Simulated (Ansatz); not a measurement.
Species: YF2, net charge 1, singlet state. The spin state was set by rule; other spins were not relaxed. 
Coordinates optimised at B3LYP-D3(BJ)/def2-TZVP (Ansatz, a program for electronic structure):
```
Y
F 1 1.9202
F 1 1.9202 2 111.88
```
Charge +1, spin multiplicity 1.

Basis-set convergence of Hartree-Fock and MP2 correlation energies (hartree) with Ansatz. Cores are frozen in the correlated levels unless marked. Spin-orbit coupling is left out. Frozen are the shells of the preceding noble gas and the d and f shells that filled before the atom's block. Past Kr the def2 sets carry scalar-relativistic core potentials.

| basis | functions | E(HF) | E(corr, MP2) |
|---|---|---|---|
| def2-SVPD | 80 | -236.53815 | -0.44963 |
| def2-TZVPPD | 136 | -236.78916 | -0.56827 |
| def2-QZVPPD | 213 | -236.80224 | -0.61745 |

Extrapolating the two largest sets (X = 3 and 4) as X^-3: E(corr) = (64·(-0.61745) - 27·(-0.56827))/37 = -0.6533 Eh, an estimate of the basis-set limit. The largest set recovers 94.5 % of it, the smallest 68.8 %.
